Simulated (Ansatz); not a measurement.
Cl₂GeH₃SSi, SMILES `Cl[SiH][S][GeH2][Cl]` radical. Charge 0, multiplicity 2. Correlated methods include outer-core shells of Ge, which these sets cover unevenly. Scalar relativity is left out up to krypton.

```xyz
8

Cl    1.003   -1.992   -1.257
Si    0.784   -1.529    0.741
S     0.841    0.567    1.099
Ge   -0.732    1.240   -0.317
Cl   -2.511    0.069   -0.022
H     1.957   -2.079    1.476
H    -1.044    2.693    0.049
H    -0.299    1.031   -1.769
```

(1) Give the diagnostics of a CCSD(T)/def2-TZVPP run (frozen core, Ansatz). (Best estimate.)

Results:

(1) Ansatz gave: T1 = 0.0126, largest single amplitude 0.032, largest double 0.021, (T) share of the correlation energy 4.3 %, 11 CCSD cycles. ⟨S²⟩ of the UHF reference is 0.757 against 0.75 for a pure state. T1 lies under the customary mark of 0.045 for open shells.
